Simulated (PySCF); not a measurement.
Species: C5H11Al.
Numbering: `[CH2:1]=[CH:2][AlH:3][CH:4]([CH3:5])[CH3:6]` (hydrogens: H7, H8 on C1; H9 on C2; H10 on Al3; H11 on C4; H12, H13, H14 on C5; H15, H16, H17 on C6)

Cartesian coordinates in Å at the PBE0-D3(BJ)/def2-SVP level; atoms count from 1:
```xyz
17
C5H11Al angstrom
C      3.4528    0.2534    0.4923
C      2.2836    0.3657   -0.1619
Al     0.6803   -0.4939    0.5403
C     -1.0612   -0.3611   -0.3850
C     -2.2332   -0.9408    0.4066
C     -1.3488    1.0668   -0.8612
H      4.3829    0.7192    0.1399
H      3.5389   -0.3181    1.4263
H      2.2981    0.9587   -1.0881
H      0.8649   -1.3290    1.8900
H     -0.9251   -0.9857   -1.2934
H     -3.1724   -0.9165   -0.1754
H     -2.0600   -1.9871    0.7063
H     -2.4194   -0.3709    1.3331
H     -0.5360    1.4744   -1.4841
H     -2.2753    1.1161   -1.4617
H     -1.4873    1.7605   -0.0138
```

Level of theory: TDDFT CAM-B3LYP/def2-SVPD, vertical, gas phase, core orbitals frozen in the response (PySCF).

Transition dipole moments from the ground state, in atomic units and in the frame of the coordinates above (overall signs are arbitrary), for the states with f of 0.002 or more among the lowest 9:

```csv
state,E (hartree),μx,μy,μz
S3,0.2250,1.236,0.199,0.129
S4,0.2377,-0.296,-0.052,-0.150
S5,0.2455,-0.106,0.110,0.014
S6,0.2669,0.017,0.098,0.077
S7,0.2710,-0.350,-0.142,-0.107
S8,0.2740,0.101,-0.531,-0.373
S9,0.2748,-0.028,0.141,0.085
```

**Question.** Work out the oscillator strengths.

**Answer.** f = (2/3) ΔE |μ|² with ΔE in hartree (27.2114 eV).

```
state  |μ|² (au)  |μ| (D)      f
   S3      1.583     3.20  0.237
   S4      0.113     0.85  0.018
   S5      0.023     0.39  0.004
   S6      0.016     0.32  0.003
   S7      0.155     1.00  0.028
   S8      0.432     1.67  0.079
   S9      0.028     0.42  0.005
```

**Question.** What angle do the transition dipoles of S7 and S8 make?

**Answer.** |cos θ| = |μa·μb| / (|μa| |μb|) = 0.31, so θ ≈ 72° (taken between 0 and 90°, since the signs are arbitrary).

**Question.** What peak molar absorption coefficient would the strongest computed level give as a lone Gaussian band 0.4 eV wide at half height?

**Answer.** ε(max) = 2.175×10⁸ f / FWHM, with the width in cm⁻¹. S3: 2.175×10⁸ × 0.2374 / 3226 ≈ 16000 L mol⁻¹ cm⁻¹.

All these states lie below the vertical ionisation energy of 9.09 eV (ΔSCF).

One conformer stands for the species.
